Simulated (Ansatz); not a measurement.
Two members of one family (Series BiX3), computed with Ansatz in the gas phase; def2 core potentials for Bi, no spin–orbit coupling. The two geometries come from different levels. Binding counts from free atoms in the multiplicity of their measured ground term, without zero-point energy. A dash marks a value that wasn't run or was left out as unsound. The structures are stationary points that may keep the symmetry of their start. Remarks come from the PBE and PBE0 runs and from stability tests at other levels; not every state was tested. HOMO above LUMO (over both spins in singlets and doublets, within one spin in higher multiplets; at PBE or PBE0), or a gap under 0.15 eV within one spin, warns that the state may not be the lowest or that an electron is smeared out.

First: BiH3 (singlet, charge 0, PBE-D4/def2-TZVP geometry).

Cartesian coordinates in Å:
```
Bi -0.551 0.528 -0.182
H 1.189 0.897 0.125
H -0.066 -0.876 -1.210
H -0.572 -0.549 1.268
```

| level | HOMO (eV) | LUMO (eV) | gap (eV) | vertical IE (eV) | vertical triplet (eV) | binding per atom (eV) |
| --- | --- | --- | --- | --- | --- | --- |
| LDA (SPW92)/def2-TZVP | -6.86 | -1.07 | 5.79 | – | – | 2.30 |
| PBE-D4/def2-TZVP | -6.74 | -0.94 | 5.80 | 9.99 | 5.28 | 1.97 |
| r2SCAN-D4/def2-TZVP | -7.00 | -0.67 | 6.33 | 10.03 | 5.25 | 1.92 |
| PBE0-D4/def2-SVP | -7.67 | -0.03 | 7.64 | – | – | 1.88 |
| PBE0-D4/def2-TZVP | -7.74 | -0.19 | 7.55 | 10.05 | 5.29 | 1.91 |

Second: BiCl3 (singlet, charge 0, r2SCAN-D4/def2-SVP geometry).

Cartesian coordinates in Å:
```
Bi -0.632 0.575 0.232
Cl 0.986 1.237 -1.512
Cl -1.308 -1.617 -0.679
Cl 0.954 -0.195 1.959
```

Problem. Estimate the same table for the second.

Solution. 
```tsv
level	HOMO (eV)	LUMO (eV)	gap (eV)	vertical IE (eV)	vertical triplet (eV)	binding per atom (eV)
LDA (SPW92)/def2-TZVP	-7.80	-3.52	4.28	–	–	2.99
PBE-D4/def2-TZVP	-7.61	-3.25	4.37	10.32	4.28	2.60
r2SCAN-D4/def2-TZVP	-7.96	-3.11	4.85	10.57	4.43	2.45
PBE0-D4/def2-SVP	-8.61	-2.39	6.22	–	–	2.35
PBE0-D4/def2-TZVP	-8.82	-2.55	6.27	10.72	4.51	2.43
```

Remarks: gap within one spin near zero at PBE or PBE0 (+1 doublet).
